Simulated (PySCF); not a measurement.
Isomers of C3H9ClOSi2.

All values: PBE0/pcSseg-1 (PySCF) at GFN2-xTB geometries, gas phase, one conformer each.

Task: Rank by HOMO–LUMO gap, lowest first.
A. `[OH:1][SiH2:2][Si@H:3]([Cl:4])[CH:5]1[CH2:6][CH2:7]1` with H–O1–Si2–Si3 178°, O1–Si2–Si3–Cl4 -178°, Si2–Si3–C5–C6 15°
B. `[CH2:1]=[CH:2][Si@H:3]([Cl:4])[SiH2:5][O:6][CH3:7]` with C1–C2–Si3–Cl4 4°, C2–Si3–Si5–O6 -65°, Si3–Si5–O6–C7 -179°
C. `C[C@@H]1[SiH2]O[Si@@]1(C)Cl`
D. `[Cl:1][C@H:2]1[CH2:3][CH2:4][SiH2:5][O:6][SiH2:7]1` with Cl1–C2–C3–C4 -170°, C2–C3–C4–Si5 -66°, C3–C4–Si5–O6 34°, C4–Si5–O6–Si7 -10°

Result: B (7.00 eV), A (7.19 eV), C (7.48 eV), D (7.84 eV).

All values together:

```
                     SMILES  μ (D)  HOMO (eV)  LUMO (eV)  lowest IAO charge (e)  highest IAO charge (e)  lowest Hirshfeld charge (e)  highest Hirshfeld charge (e)
      C=C[Si@H](Cl)[SiH2]OC   2.63      -7.77      -0.77             -0.647 (O)             +0.723 (Si)                   -0.229 (O)                   +0.306 (Si)
     O[SiH2][Si@H](Cl)C1CC1   2.76      -7.95      -0.76             -0.803 (O)             +0.725 (Si)                   -0.303 (O)                   +0.314 (Si)
C[C@@H]1[SiH2]O[Si@@]1(C)Cl   2.60      -7.72      -0.25             -0.908 (O)             +1.232 (Si)                   -0.343 (O)                   +0.431 (Si)
   Cl[C@H]1CC[SiH2]O[SiH2]1   2.05      -7.80       0.03             -0.887 (O)             +1.019 (Si)                   -0.310 (O)                   +0.413 (Si)
C[C@@H]1CO[Si@H](Cl)[SiH2]1   2.64      -7.75      -0.35             -0.648 (O)             +0.872 (Si)                   -0.231 (O)                   +0.317 (Si)
```

Conformers: `[CH2:1]=[CH:2][Si@H:3]([Cl:4])[SiH2:5][O:6][CH3:7]` with C1–C2–Si3–Cl4 4°, C2–Si3–Si5–O6 -65°, Si3–Si5–O6–C7 -179°; `[OH:1][SiH2:2][Si@H:3]([Cl:4])[CH:5]1[CH2:6][CH2:7]1` with H–O1–Si2–Si3 178°, O1–Si2–Si3–Cl4 -178°, Si2–Si3–C5–C6 15°; `[Cl:1][C@H:2]1[CH2:3][CH2:4][SiH2:5][O:6][SiH2:7]1` with Cl1–C2–C3–C4 -170°, C2–C3–C4–Si5 -66°, C3–C4–Si5–O6 34°, C4–Si5–O6–Si7 -10°; `[CH3:1][C@@H:2]1[CH2:3][O:4][Si@H:5]([Cl:6])[SiH2:7]1` with C1–C2–C3–O4 -76°, C2–C3–O4–Si5 -42°, C3–O4–Si5–Cl6 139°, O4–Si5–Si7–C2 8°.
